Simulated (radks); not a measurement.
The numbers below are computed, except where a source is named.
The nuclear charge of neutral tin is varied continuously with 50 electrons held in [Kr] 4d10 5s2 5p2. Level of theory: scalar-relativistic Kohn-Sham, r2SCAN, spin-unpolarised, spherical densities, finite nucleus; meta-GGA in the generalised Kohn-Sham scheme; Fermi nuclear charge, rms radius 4.6519 fm (a radial shooting solver on a logarithmic mesh with Libxc functionals). By the Hellmann-Feynman theorem dE/dZ = E(electron-nucleus)/Z, the electronic potential at the nucleus (averaged over a nucleus of fixed radius). The scalar-relativistic energy here is not variational (the density holds large components alone), so the two differ by a part that grows with Z.

Z,E (hartree),E(electron-nucleus)/Z (hartree),HOMO,e(HOMO) (eV),<r> HOMO (bohr)
49.75,-6103.19934,-296.693,5p,-2.068,3.438
50,-6177.87967,-298.770,5p,-3.756,3.207
50.25,-6253.08347,-300.844,5p,-5.621,3.029
50.5,-6328.81042,-302.918,5p,-7.640,2.883
50.75,-6405.06042,-304.992,5p,-9.800,2.760
51,-6481.83352,-307.065,5p,-12.089,2.654

The central difference of E at Z = 50 is -299.768 hartree, to compare with the third column; the second derivative is -8.38 hartree.
